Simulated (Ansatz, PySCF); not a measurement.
System: H2N (cation, charge +1), triplet: symmetric bend, bond length relaxed. Scanned: H-N-H angle. Other coordinates (N-H bond length) were minimised at PBE0/def2-TZVP.

Levels: UKS-PBE/def2-SVP = unrestricted PBE/def2-SVP run with Ansatz (a program for electronic structure); UKS-B3LYP/6-31G* = unrestricted B3LYP/6-31G*, spherical d in PySCF; CCSDT/def2-SVP = CCSDT on UHF/def2-SVP, frozen core in Ansatz.

Energies in eV, each method relative to its own lowest point.

```tsv
a / °	UKS-PBE/def2-SVP	UKS-B3LYP/6-31G*	CCSDT/def2-SVP
168.88	(withheld)	(withheld)	0.024
158.08	0.000	(withheld)	0.005
150.42	(withheld)	0.000	0.000
140.68	0.041	(withheld)	0.024
130.05	0.140	0.126	0.114
118.25	0.354	0.350	0.326
109.04	0.616	0.634	0.595
99	1.016	1.073	1.010
91.19	1.421	1.522	1.430
```

**Question.** What belongs in the gaps?

**Answer.** 
- 168.88, UKS-PBE/def2-SVP: 0.007
- 168.88, UKS-B3LYP/6-31G*: 0.016
- 158.08, UKS-B3LYP/6-31G*: 0.001
- 150.42, UKS-PBE/def2-SVP: 0.005
- 140.68, UKS-B3LYP/6-31G*: 0.029

The scan ran from 180.0 to 60.0; beyond the range shown the relaxed coordinates jump or full CI changes its symmetry label.
